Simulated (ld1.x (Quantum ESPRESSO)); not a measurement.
Before and after: TM potential for Ba

```json
{
  "Element": "Ba (Z = 56)",
  "Generator": "ld1.x (Quantum ESPRESSO) 7.5",
  "Type": "norm-conserving Troullier–Martins (Kleinman–Bylander form)",
  "Functional": "LDA (PZ)",
  "Relativity": "fully relativistic",
  "Frozen core": "[Xe]",
  "Valence charge": "2",
  "Reference configuration": "5d0 6s1.5 6p0.5",
  "Partial waves": "6s (bound): rc 3.35 bohr; 6p (bound): rc 3.25 bohr; 5d (bound, empty): rc 3.10 bohr",
  "Local potential": "all-electron potential smoothed inside 2.40 bohr (lloc = -1)",
  "Core correction": "Bessel-smoothed model core inside 3.10 bohr"
}
```

Open shells are filled in proportion to 2j + 1 (rel_dist='average').

Change: reference 5d0 6s1.5 6p0.

Cutoffs: the cutoffs (Ry, on a coarse ladder) from which the occupation-weighted sum of valence levels, in a spherical-Bessel basis at the reference potential, stays within 10 and 1 mRy of its value at 400 Ry; they do not see the model core or the augmentation charge, which bear on the density cutoff. Errors are all-electron minus pseudo energies relative to the spin-unpolarised reference configuration.

Question: What does the change do?

Answer: The potential gets softer (15 Ry and 25 Ry → 6 Ry and 8 Ry); both files keep a bound ghost (p, s).

| quantity | base | changed |
| --- | --- | --- |
| cutoff, loose | 15 Ry | 6 Ry |
| cutoff, tight | 25 Ry | 8 Ry |
| bound ghosts | s, p3/2, p1/2 | s, p3/2, p1/2 |
| largest error over its own tests, meV | -41 | -42 |
| s: phases at 3.65 bohr within 0.05 rad from the reference energy up to (Ry; the scan ends near 5) | 0.2 | 0.1 |
| p1/2: phases at 3.65 bohr within 0.05 rad from the reference energy up to (Ry; the scan ends near 5) | 0.2 | 0.0 |
| p3/2: phases at 3.65 bohr within 0.05 rad from the reference energy up to (Ry; the scan ends near 5) | 0.2 | 0.1 |
| d3/2: phases at 3.65 bohr within 0.05 rad from the reference energy up to (Ry; the scan ends near 5) | 1.5 | 1.3 |
| d5/2: phases at 3.65 bohr within 0.05 rad from the reference energy up to (Ry; the scan ends near 5) | 1.5 | 1.3 |

Changed file: The cutoffs count occupied waves only; the empty 6p level needs 21 Ry at the loose tolerance. A true bound ghost makes a file unfit for plane-wave use even where its test errors are small: the radial tests pick states by their node count and pass the ghost by.
